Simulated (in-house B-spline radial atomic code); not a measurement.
Inner levels of cobalt as electrons are removed. A shift is the extra binding of the orbital against the neutral atom ([Ar] 3d3/2(4) 3d5/2(3) 4s2). The density at the nucleus is averaged over the nuclear charge. Computed with a B-spline radial code for spherical atoms: Dirac-Hartree-Fock, jj configuration that fills j = l - 1/2 first, finite nuclei.

A number in brackets counts the electrons of a j subshell.

```tsv
ion	configuration	shift of 2s1/2 (eV)	shift of 3p1/2 (eV)	shift of 3p3/2 (eV)	radius of 2s1/2 (bohr)	radius of 3p1/2 (bohr)	radius of 3p3/2 (bohr)	Σ<r²> (bohr²)	change of density at nucleus (bohr⁻³)
Co	[Ar] 3d3/2(4) 3d5/2(3) 4s2	0	0	0	0.25387	0.81267	0.82258	38.86	-
Co+	[Ar] 3d3/2(4) 3d5/2(4)	1.639	1.7988	3.1092	0.25388	0.82073	0.83032	19.731	-12.032
Co2+	[Ar] 3d3/2(4) 3d5/2(3)	18.656	18.94	18.893	0.25389	0.81191	0.82178	15.63	-10.403
Co3+	[Ar] 3d3/2(4) 3d5/2(2)	39.587	39.059	37.528	0.25389	0.79978	0.81017	12.922	-7.3202
Co4+	[Ar] 3d3/2(4) 3d5/2(1)	63.894	61.546	58.437	0.25386	0.78567	0.7967	10.917	-2.8439
Co5+	[Ar] 3d3/2(4)	91.251	86.048	81.289	0.2538	0.77049	0.7822	9.3357	2.953
Co6+	[Ar] 3d3/2(3)	?	?	?	?	?	?	?	?
Co7+	[Ar] 3d3/2(2)	154.71	135.69	134.62	0.25355	0.74132	0.75034	6.9617	18.537
Co8+	[Ar] 3d3/2(1)	190.34	162.72	163.66	0.25336	0.72697	0.73443	6.0286	28.11
Co9+	[Ne] 3s2 3p6	?	?	?	?	?	?	?	?
Co10+	[Ne] 3s2 3p1/2(2) 3p3/2(3)	?	?	?	?	?	?	?	?
Co11+	[Ne] 3s2 3p1/2(2) 3p3/2(2)	307.98	253.78	257.79	0.2523	0.68644	0.69087	3.7779	69.197
```

(1) Fill in the row of Co6+.

(2) Fill in the row of Co9+.

(3) Fill in the row of Co10+.

Answers

(1) shift of 2s1/2 (eV): 121.64; shift of 3p1/2 (eV): 110.1; shift of 3p3/2 (eV): 107.13; radius of 2s1/2 (bohr): 0.2537; radius of 3p1/2 (bohr): 0.75587; radius of 3p3/2 (bohr): 0.76635; Σ<r²> (bohr²): 8.0482; change of density at nucleus (bohr⁻³): 10.14.

(2) shift of 2s1/2 (eV): 228.45; shift of 3p1/2 (eV): 191.16; shift of 3p3/2 (eV): 194.18; radius of 2s1/2 (bohr): 0.25311; radius of 3p1/2 (bohr): 0.7129; radius of 3p3/2 (bohr): 0.71879; Σ<r²> (bohr²): 5.217; change of density at nucleus (bohr⁻³): 38.841.

(3) shift of 2s1/2 (eV): 267.48; shift of 3p1/2 (eV): 222; shift of 3p3/2 (eV): 225.5; radius of 2s1/2 (bohr): 0.25273; radius of 3p1/2 (bohr): 0.69936; radius of 3p3/2 (bohr): 0.7043; Σ<r²> (bohr²): 4.4693; change of density at nucleus (bohr⁻³): 53.566.
